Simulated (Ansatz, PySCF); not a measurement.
Another site gives an ion 62167.43 eV lower (`O=C[SeH]`) at the level PBE-D3(BJ)/def2-TZVP // TPSSh-D3(BJ)/def2-TZVP (PySCF).

The numbers are results of frozen-core CCSD(T)/cc-pVTZ // TPSSh-D3(BJ)/def2-TZVP (Ansatz, a quantum-chemistry and plane-wave program), not measurements.

Ansatz 0.2 input:
```yaml
crystal:
  periodic: [false, false, false]
  atoms:
    - { symbol: O, position_ang: [2.657041, -0.049114, 0.219125] }
    - { symbol: C, position_ang: [1.540954, 0.038284, -0.238487] }
    - { symbol: C, position_ang: [0.294138, -0.100225, 0.530533] }
    - { symbol: C, position_ang: [-0.894615, 0.737529, 0.084926] }
    - { symbol: C, position_ang: [-0.896461, -0.722231, -0.183046] }
    - { symbol: H, position_ang: [1.385327, 0.238529, -1.324548] }
    - { symbol: H, position_ang: [0.415464, -0.294513, 1.588253] }
    - { symbol: H, position_ang: [-0.737089, 1.410607, -0.749271] }
    - { symbol: H, position_ang: [-1.525577, 1.128228, 0.871914] }
    - { symbol: H, position_ang: [-1.528667, -1.36556, 0.414076] }
    - { symbol: H, position_ang: [-0.739893, -1.055533, -1.201931] }
basis:
  gaussian: { orbitals: cc-pVTZ }
correlation:
  method: ccsd_t
```

Output:

```
Functional definition: HF
1340 factors; integrals over basis functions are off by at most 1.3e-3 eV
mean field evaluation 1: about -6250.9060 eV, gradient 4.0e1 eV
mean field evaluation 2: about -6251.1902 eV, gradient 4.0e1 eV
mean field evaluation 4: about -6254.9640 eV, gradient 5.3e0 eV
mean field evaluation 8: about -6255.0574 eV, gradient 4.8e-1 eV
mean field evaluation 16: about -6255.0595 eV, gradient 2.5e-6 eV
mean field -6255.05954399 eV, -229.8691984099 hartree, gradient 2.5e-6 eV, S^2 0.000000; 0 other end points of the search recorded, 0 dependent functions left out
5 core orbitals not correlated
reference -6255.05954399 eV, -229.8691984099 hartree; 14, 14 occupied and 215, 215 virtual orbitals, 1340 factors
second order -24.23449388 eV of doubles, -0.00000000 eV of singles
cycle   1  -24.24505242 eV  change   -1.1e-2 eV  update   1.1e-1
cycle   2  -24.85084858 eV  change   -6.1e-1 eV  update   3.5e-2
cycle   3  -25.00636870 eV  change   -1.6e-1 eV  update   1.8e-2
cycle   4  -24.99451146 eV  change    1.2e-2 eV  update   4.6e-3
cycle   5  -24.99396287 eV  change    5.5e-4 eV  update   2.2e-3
cycle   6  -24.99499489 eV  change   -1.0e-3 eV  update   6.7e-4
cycle   7  -24.99466787 eV  change    3.3e-4 eV  update   2.5e-4
cycle   8  -24.99458614 eV  change    8.2e-5 eV  update   7.7e-5
cycle   9  -24.99460308 eV  change   -1.7e-5 eV  update   3.1e-5
perturbative correction -1.11111908 eV, -0.0408328729 hartree
Total energy: -6281.16526615 eV, -230.8285660043 hartree
```

Cost: roughly 6 core-minutes.
